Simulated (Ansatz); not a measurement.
The cluster MoPt3. Total charge 0; quintet. Geometry PBE-D4/def2-SVP; atoms count from 1.

Cartesian coordinates in Å:
```
Mo -0.156 -0.566 0.192
Pt 1.859 0.791 -0.228
Pt -0.184 0.794 -1.867
Pt -1.519 -1.019 1.902
```

In the def2 sets Mo, Pt take a core potential; there is no spin–orbit coupling. At PBE0-D4/def2-TZVP a triplet of charge 0 lies 0.52 eV below the quintet, each at its own geometry. The structure comes from a short search, and lower isomers may exist.

(1) Estimate the Mulliken populations from the PBE0/def2-TZVP orbitals of Ansatz.

(2) Where does the spin sit?

(3) And the Mayer bond orders between bonded heavy atoms (over 0.3)?

Answers

(1) 
```json
{"atom": "Mo1", "charge (e)": "0.04", "spin (α − β)": "2.53", "d electrons": "4.44"}
{"atom": "Pt2", "charge (e)": "0.05", "spin (α − β)": "0.91", "d electrons": "8.81"}
{"atom": "Pt3", "charge (e)": "0.05", "spin (α − β)": "0.91", "d electrons": "8.81"}
{"atom": "Pt4", "charge (e)": "-0.14", "spin (α − β)": "-0.35", "d electrons": "8.76"}
```
Mulliken values and Mayer orders depend strongly on the basis.

(2) Summed by element: Mo 2.53, Pt 1.47, of 4 unpaired in all. Largest on single atoms: Mo1 2.53, Pt3 0.91, Pt2 0.91.

(3) Mo1–Pt2 1.25 (2.47 Å); Mo1–Pt3 1.25 (2.47 Å); Mo1–Pt4 2.26 (2.23 Å); Pt2–Pt3 0.90 (2.62 Å).
